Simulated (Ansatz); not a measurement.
`B[Se][GeH3]` and `B[Se][GeH2][NH2]` differ in one atom or group.

Ansatz, PBE0-D4/def2-TZVP geometries, multiplicity 1. Each molecule was computed in one conformer, which needn't be the lowest.

Scalar relativity is left out up to krypton. Spin–orbit coupling is left out; it splits and shifts lone-pair levels of the heavy atoms by tenths of an eV.

```
                                        property  `B[Se][GeH3]`
               HOMO energy (PBE/def2-TZVPP) / eV          -6.66
             HOMO–LUMO gap (PBE/def2-TZVPP) / eV           4.23
size of the dipole moment (B3LYP/def2-TZVPP) / D           1.21
               LUMO energy (PBE/def2-TZVPP) / eV          -2.44
           LUMO energy (ωB97M-V/def2-TZVPP) / eV           0.38
              HOMO energy (PBE0/def2-TZVPP) / eV          -7.69
```

Question: What does the change do to each property? (Estimate.)

Answer: Ansatz gave: 
```
                                        property  `B[Se][GeH2][NH2]`  shift
               HOMO energy (PBE/def2-TZVPP) / eV               -6.26   0.40
             HOMO–LUMO gap (PBE/def2-TZVPP) / eV                3.98  -0.25
size of the dipole moment (B3LYP/def2-TZVPP) / D                1.07  -0.14
               LUMO energy (PBE/def2-TZVPP) / eV               -2.28   0.16
           LUMO energy (ωB97M-V/def2-TZVPP) / eV                0.50   0.12
              HOMO energy (PBE0/def2-TZVPP) / eV               -7.52   0.17
```

Dipoles are sizes alone; their direction can turn.

Positive LUMOs are unbound, so they and the gaps depend on the basis.

B3LYP here is the variant with VWN-RPA as its local correlation; programs differ in this.
